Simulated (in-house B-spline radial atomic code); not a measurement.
Relativistic effects in Ag XXIV (Ag23+), [Ar] 3d6: non-relativistic Hartree-Fock (point nucleus) against Dirac-Hartree-Fock (Fermi nucleus of rms radius 4.5454 fm), both averages of the configuration, computed with an all-electron radial atomic-structure program (B-spline basis).

```tsv
orbital	ε NR (Eh)	ε Dirac (Eh)	<r> NR (bohr)	<r> Dirac (bohr)	change of <r> (%)
1s1/2	-945.27	-974.74	0.03239	0.0311	-4.0
2s1/2	-165.62	?	0.1396	?	?
2p1/2	-156.09	-162.62	0.1194	0.1136	-4.9
2p3/2	-156.09	-156.1	0.1194	0.1186	-0.7
3s1/2	-52.966	?	0.3619	?	?
3p1/2	-49.052	-50.561	0.3513	0.3401	-3.2
3p3/2	-49.052	-49.237	0.3513	0.3489	-0.7
3d3/2	-42.732	-42.803	0.316	0.3139	-0.7
3d5/2	-42.732	-42.528	0.316	0.3167	+0.2
```

What happens to 2s1/2?

Its energy goes to -172.92 hartree and <r> to 0.1337 bohr (-4.20 %).

What happens to 3s1/2?

Its energy goes to -54.714 hartree and <r> to 0.3506 bohr (-3.11 %).

What explains the pattern of contraction and expansion?

Expansion is seen in 3d5/2. The s and p1/2 orbitals contract directly, screen the nucleus better, and so push out orbitals that have little density near the nucleus; spin-orbit coupling adds to this for j = l + 1/2 and opposes it for j = l - 1/2.

By how much does the total energy change?

By -116.19 hartree, from -4907.220 to -5023.414.
